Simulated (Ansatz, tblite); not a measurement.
Removing and adding an electron: GeH(OAc)3 (C6H10GeO6). The state is a singlet with charge 0. Geometry: PBE-D4/def2-SVP. Ansatz, gas phase; energy differences of separate SCF runs; the oxidised species was run as a doublet alone; the reduced species was run as a doublet alone.

```xyz
23

Ge    0.167   -0.123   -0.616
H     0.561   -0.413   -2.060
O     1.354   -0.582    0.730
C     1.663   -1.881    0.587
C     2.648   -2.387    1.607
O     1.165   -2.551   -0.314
H     2.817   -3.468    1.467
H     2.268   -2.184    2.628
H     3.604   -1.835    1.503
O    -1.365   -0.920    0.054
C    -2.383   -0.622   -0.770
C    -3.697   -1.228   -0.357
O    -2.205    0.082   -1.761
H    -4.495   -0.911   -1.049
H    -3.942   -0.921    0.679
H    -3.611   -2.333   -0.354
O    -0.171    1.632   -0.131
C     0.897    2.370   -0.472
C     0.752    3.834   -0.154
O     1.878    1.851   -0.998
H     1.683    4.370   -0.403
H     0.505    3.963    0.918
H    -0.095    4.255   -0.733
```

The xTB rows come from tblite. Correlated methods freeze 21 core orbitals; core or outer-core shells of Ge are correlated, in sets that lack core-valence functions. Single mean-field runs in def2-TZVP are fitted with def2-universal-jkfit. HOMO above LUMO, or a gap near zero within one spin, warns that the state may not be the lowest or that an electron is smeared out.

```tsv
level	−HOMO (eV)	vertical IE (eV)	−LUMO (eV)	vertical EA (eV)	HOMO–LUMO gap (eV)	IE − EA (eV)	remarks
GFN1-xTB	12.68	14.98	7.21	4.81	5.47	10.16	–
GFN2-xTB	11.76	14.09	6.88	4.51	4.87	9.58	–
PBE-D4/def2-TZVP	6.60	8.99	1.28	–	5.31	–	gap within one spin near zero (+1 doublet)
PBE0-D4/def2-TZVP	8.25	9.82	0.15	-1.28	8.09	11.09	HOMO above zero (-1 doublet)
PBE-QIDH/def2-TZVP	–	10.61	–	-1.89	–	12.51	–
```

Relaxing the oxidised species (PBE-D4/def2-SVP) changes its energy by -0.11 eV at PBE-D4/def2-TZVP, so the adiabatic ionisation energy to this nearest minimum is 8.89 eV. At PBE0-D4/def2-TZVP it is 9.68 eV.  Relaxing the reduced species (PBE-D4/def2-SVP) changes its energy by -1.69 eV at PBE0-D4/def2-TZVP, so the adiabatic electron affinity to this nearest minimum is 0.42 eV.  Run but left out: PBE-D4/def2-TZVP (charge -1 doublet: an occupied level 0.01 eV above an empty one).   A HOMO above zero means that the electron is unbound at that level or that self-interaction error raises the level; the energy of removing that electron tells which. Raw xTB energy differences between charge states are shifted by several eV; the methods need an empirical correction for them. Sets without diffuse functions give affinities that are too small. A negative affinity means that the extra electron isn't bound; its size then hangs on the basis.
